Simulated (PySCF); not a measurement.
2-selenophen-2-ylthiophene (C8H6SSe), SMILES c1csc(-c2ccc[se]2)c1. Atoms are numbered in the order given.

```xyz
16

C     -1.2780     3.0430     0.0000
C     -0.0115     3.5657     0.0000
S      1.1838     2.3337     0.0000
C     -0.0138     1.0759     0.0000
C      0.3788    -0.3167     0.0000
C      1.6492    -0.8453     0.0000
C      1.7198    -2.2667     0.0000
C      0.5095    -2.9002     0.0000
Se    -0.8949    -1.6915     0.0000
C     -1.2806     1.6242     0.0000
H     -2.1805     3.6552     0.0000
H      0.2866     4.6132     0.0000
H      2.5382    -0.2100     0.0000
H      2.6665    -2.8106     0.0000
H      0.3211    -3.9731     0.0000
H     -2.1883     1.0178     0.0000
```
Charge 0, spin multiplicity 1.

Geometry optimised at PBE0-D3(BJ)/def2-SVP. The values are those of a single conformer.

Computed with HF/def2-SVP in PySCF.

The molecule is in vacuum.

Computed frontier levels, gap, dipole moment and polarisability:
```
Quantity                                                                                                         Result
---------------------------------------------------------------------------------------------  ------------------------
highest occupied level                                                                                         -7.69 eV
lowest empty level                                                                                              1.83 eV
orbital gap                                                                                                     9.52 eV
dipole moment                                                                                                 0.023 e·Å
quadrupole, principal values (traceless, Buckingham form, about the centre of nuclear charge)   -16.23, 1.72, 14.51 D·Å
mean static polarisability                                                                       117.0 bohr³ (17.34 Å³)
polarisability, principal values                                                               54.4, 124.3, 172.2 bohr³
```
